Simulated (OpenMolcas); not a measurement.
## Kr VII: effect of the IPEA shift

| Quantity | Value |
| --- | --- |
| Program | OpenMolcas |
| Basis | ANO-RCC-VTZP [6s5p3d1f] |
| Scalar Hamiltonian | DKH2, point nucleus |
| Active space | 2 electrons in 9 orbitals (RAS2 4s 4p; RAS3 4d, at most 2 electrons) |
| State averaging | 2S+1 = 3 even, 3 roots; 2S+1 = 1 even, 7 roots; 2S+1 = 3 odd, 3 roots; 2S+1 = 1 odd, 3 roots |
| Spin-orbit coupling | RASSI with atomic mean-field integrals over the reference wave functions, term energies averaged over their components |

Methods on the same reference wave functions:
A. RASSCF
B. MS-RASPT2, IPEA 0 Eh, imaginary shift 0.1 Eh (closed shells correlated: 3d)
C. MS-RASPT2, IPEA 0.25 Eh, imaginary shift 0.1 Eh (closed shells correlated: 3d)

Energies in eV above 4s² ¹S₀, the measured ground level; measured values from Saloman, J. Phys. Chem. Ref. Data 36, 215 (2007).

```
         Level        A       B       C  Measured
       4s² ¹S₀   0.0000  0.0000  0.0000    0.0000
    4s 4p ³P°₀  14.1225  14.259  14.259   14.5545
    4s 4p ³P°₁  14.4374  14.573  14.573   14.8899
    4s 4p ³P°₂  15.1616  15.298  15.298   15.6906
    4s 4p ¹P°₁  21.4926  21.420  21.422   21.1808
       4p² ³P₀  33.8925  34.001  34.005   34.0872
4p² ¹D₂ [75 %]  34.2457  34.404  34.405   34.6802
       4p² ³P₁  34.3715  34.488  34.491   34.6430
4p² ³P₂ [75 %]  35.2901  35.420  35.422   35.7310
```

Deviations, from unrounded energies. A percentage is the sum of absolute deviations over the sum of measured energies, with the sign that they share, or ± where signs differ.

```json
{"Against measurement": "mean absolute deviation (cm-1)", "Levels": "8", "A": "3100", "B": "2100", "C": "2100"}
{"Against measurement": "other configurations (%)", "Levels": "8", "A": "±1.5", "B": "±1.0", "C": "±1.0"}
```

B, C lie about equally close to measurement and A furthest from it. The largest miss of C in the table is 4s 4p ³P°₂, by -3200 cm-1. The ranking rests on the paired levels alone, and a cruder setting can come out closer through cancelling errors.

Between B and C the level of the table that moves most is 4p² ³P₀, by 30 cm-1 (lowest in B, highest in C).

The lowest spin-free term lies below A's lowest term by 0.043 hartree in B, 0.043 hartree in C.

Active for correlation alone: 4d; no level in the range computed is led by a configuration that fills it, so any true level of that kind is missing. Some terms mix strongly with configurations of 4d, whose occupation reaches 0.16 (4p² ¹D). Measured partners are found by configuration, term and J. A level has none where our copy of the source lacks it or the pairing is in doubt (some pairs that miss far off the trend of their configuration count as doubtful), and it then counts in no deviation. Levels of configurations outside the active space are missing. Levels that lie high or do not pair safely by name in every column are left out.

A share in square brackets marks a mixed level and gives the weight of the term that names it, the lowest over the columns. ° marks odd parity.
